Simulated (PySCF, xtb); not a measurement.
ZnHBr, SMILES [ZnH][Br].

GFN2-xTB run with xtb 6.7.1 at its own geometry gives an orbital gap of 7.24 eV and a dipole moment of 4.54 D.

Coordinates come from a B3LYP-D3(BJ)/def2-TZVP optimisation.

Problem. What does CAM-B3LYP/def2-TZVPD (PySCF) give? (An estimate is asked for; the answer gives what the named calculation found.)

Solution. gap 9.57 eV (levels -9.68 and -0.12 eV), dipole 1.72 D.
